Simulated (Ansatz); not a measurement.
Calculated with Ansatz (gas phase, PBE0-D4/def2-TZVP geometries, no zero-point term in ΔE). CCSD(T)/CBS adds triple-zeta CCSD(T) − MP2 to the extrapolated MP2 energy (def2 sets, frozen cores). This one scheme is used for every species. Functionals use def2-TZVPP. B3LYP here is the variant with VWN-RPA as its local correlation; programs differ in this. HSE06 is defined as in plane-wave codes. One conformer a species, not always the lowest.

Consider the formal exchange of groups at the Al–C bond: `C#[C][AlH][F]` + `C=CCl` → `C=[C](Cl)[AlH][F]` + `C#C`.

| level | ΔE (kJ/mol) | difference from CCSD(T)/CBS |
| --- | --- | --- |
| BLYP-D4 | 47.5 | -2.4 |
| B3LYP-D4 | 49.1 | -0.8 |
| ωB97M-V | 48.9 | -1.0 |
| PBE-QIDH | 52.1 | 2.2 |
| PBE | 49.8 | -0.1 |
| revPBE | 52.4 | 2.5 |
| HSE06 | 51.5 | 1.6 |
| HF/def2-SVP | 58.2 | 8.3 |
| MP2/def2-QZVPP | 50.9 | 1.0 |
| MP2/CBS(def2) | 50.3 | 0.4 |
| CCSD(T)/CBS | 49.9 | 0 |

Largest T1 diagnostic among the species: 0.013.

The D4 term adds −4.6 kJ/mol with B3LYP and −2.5 kJ/mol with PBE0; it sums over pairs of atoms, weighted by their polarisabilities, and B3LYP, whose exchange is more repulsive, gets the larger term. Leaving LDA and LC-ωPBE aside and taking each functional with its dispersion term where it has one, the values, not all of them listed here, spread over 8.1 kJ/mol, from PBE-D4 to B97M-V. LDA lies −5.5 kJ/mol from PBE without D4.
